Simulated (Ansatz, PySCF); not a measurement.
Reaction (SMILES): CCO[Si](C)(C)C [ethoxy(trimethyl)silane] + 6 [H][H] (H2) -> 5 C (CH4) + O (H2O) + [SiH4] (SiH4)
Structures are relaxed separately at B3LYP-D3(BJ)/def2-TZVP in Ansatz (a program for electronic structure), one conformer each, not searched for the lowest.

Quantity: energy of full hydrogenation (enthalpy at 298 K, with B3LYP-D3(BJ) rigid-rotor harmonic-oscillator terms from PySCF), in eV. Valence correlation only, unless marked. Spin-orbit coupling is left out. Non-relativistic. CBS marks a two-point X^-3 extrapolation of the correlation energy; Hartree-Fock from the larger set. The bracket is a focal-point correction in the basis named.

RI-MP2/CBS(aug-cc-pV(T+d)Z,aug-cc-pV(Q+d)Z)+[CCSD(T)-MP2]/aug-cc-pV(T+d)Z (Ansatz) gives -1.00 eV.

**Question.** Another calculation gave -1.63 eV. Which level was it?
A. BHLYP/def2-TZVPD (Ansatz)
B. r2SCANh/def2-TZVPD (Ansatz)
C. PBE0/def2-TZVPD (Ansatz)
D. B2GP-PLYP/def2-TZVPD (Ansatz)

**Answer.** A, BHLYP/def2-TZVPD (Ansatz). The others give -1.15 (B2GP-PLYP), -1.03 (r2SCANh), -1.37 (PBE0) eV.
